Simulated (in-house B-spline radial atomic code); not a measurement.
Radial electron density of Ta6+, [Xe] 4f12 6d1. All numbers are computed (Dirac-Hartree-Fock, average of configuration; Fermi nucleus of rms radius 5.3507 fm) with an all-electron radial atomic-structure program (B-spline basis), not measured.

Columns: r (bohr), 4πr²n(r) (electrons per bohr), bar.

```
 0.00054    2.763 #
0.000676    3.972 #
0.000848    5.696 ##
 0.00106    8.067 ###
 0.00133     11.4 ####
 0.00167    15.95 #####
 0.00209    21.94 #######
 0.00262    29.77 ##########
 0.00329     39.7 #############
 0.00412    51.48 #################
 0.00517    64.89 ######################
 0.00648    78.69 ##########################
 0.00812    91.13 ##############################
  0.0102      100 #################################
  0.0128    103.2 ##################################
   0.016    100.4 #################################
    0.02    94.49 ###############################
  0.0251    91.16 ##############################
  0.0315       97 ################################
  0.0395    112.8 ######################################
  0.0495    129.1 ###########################################
   0.062      132 ############################################
  0.0777    117.8 #######################################
  0.0974    103.4 ##################################
   0.122    108.2 ####################################
   0.153    121.4 ########################################
   0.192    110.5 #####################################
    0.24    77.45 ##########################
   0.301    60.54 ####################
   0.378    69.68 #######################
   0.474    69.73 #######################
   0.594    48.69 ################
   0.744    27.93 #########
   0.933    17.84 ######
    1.17    11.69 ####
    1.47    5.539 ##
    1.84    1.603 #
     2.3   0.4459 
    2.89   0.4676 
    3.62   0.3888 
    4.53   0.1453 
    5.68  0.02156 
    7.12 0.001089 
    8.93 1.474e-05 
    11.2 3.906e-08
```

On this grid the curve has 5 maxima, near 0.0128, 0.062, 0.153, 0.474, 2.89 bohr.

The 4f5/2 radial function P(r) = rR(r), positive near the nucleus, with its small component Q(r) (sign convention: Q ≈ (P' + κP/r)/2c):

```
r (bohr)         P           Q
  0.0251  0.002361    0.002077
  0.0395   0.01088    0.006063
   0.062   0.04471     0.01539
  0.0974    0.1571     0.03232
   0.153    0.4406       0.052
    0.24    0.9152     0.05878
   0.378     1.308     0.04172
   0.594     1.194     0.01669
   0.933    0.6695    0.002947
    1.47    0.2051  -0.0002227
     2.3   0.02636  -0.0001234
```
